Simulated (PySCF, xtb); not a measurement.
BeHI, SMILES [BeH][I].

GFN2-xTB (xtb) at its own geometry gives an orbital gap of 5.61 eV and a dipole moment of 3.24 D.

Geometry: r2SCAN-D4/def2-TZVPD. The def2 effective core potentials stand for the cores of I; spin–orbit coupling is left out.

**Question.** What does CAM-B3LYP/def2-TZVPD (PySCF) give? (The exact figures need the calculation; the answer reports its results.)

**Answer.** gap 9.30 eV (levels -9.37 and -0.07 eV), dipole 0.17 D.
